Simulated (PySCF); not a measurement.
Polarisability and C₆ of Pm⁺ (promethium, charge +1)

[Xe] 4f5 6s1, one real determinant. Calculation: PySCF 2.14, in x2c-TZVPPall with one added diffuse shell each of s, p, d, f type (12s8p8d5f2g, 129 functions); scalar relativity by spin-free X2C-1e. Coupled (time-dependent) response in atomic units; α is the mean over directions.

| method | mean α (bohr³) | α xx, yy, zz | C₆ (like pair) | S(−4) |
| --- | --- | --- | --- | --- |
| UHF | 127.9 | 133.8, 125.0, 125.0 | 1313 | 13840 |

S(−4) is the Cauchy moment in α(ω) = α(0) + S(−4) ω² + …

Spin-orbit coupling is absent.

α(iu) at UHF:

```json
{"u (hartree)": "0", "α(iu) (bohr³)": "127.9"}
{"u (hartree)": "0.0500", "α(iu) (bohr³)": "101.2"}
{"u (hartree)": "0.100", "α(iu) (bohr³)": "64.11"}
{"u (hartree)": "0.200", "α(iu) (bohr³)": "29.52"}
{"u (hartree)": "0.300", "α(iu) (bohr³)": "18.10"}
{"u (hartree)": "0.500", "α(iu) (bohr³)": "10.47"}
{"u (hartree)": "0.750", "α(iu) (bohr³)": "7.059"}
{"u (hartree)": "1.00", "α(iu) (bohr³)": "5.275"}
{"u (hartree)": "1.50", "α(iu) (bohr³)": "3.331"}
{"u (hartree)": "2.00", "α(iu) (bohr³)": "2.312"}
{"u (hartree)": "3.00", "α(iu) (bohr³)": "1.326"}
{"u (hartree)": "5.00", "α(iu) (bohr³)": "0.6319"}
```

For an ion, C₆ is the dispersion term alone; charge-induced terms of lower order in 1/R come first.

The components differ because the open shell of this determinant is not spherical; for a pure term their mean is the scalar polarisability.

⟨L²⟩ = 24.03 against 30 for a pure H term, so this real determinant mixes terms. Spin-orbit coupling, absent here, splits the open shell strongly.
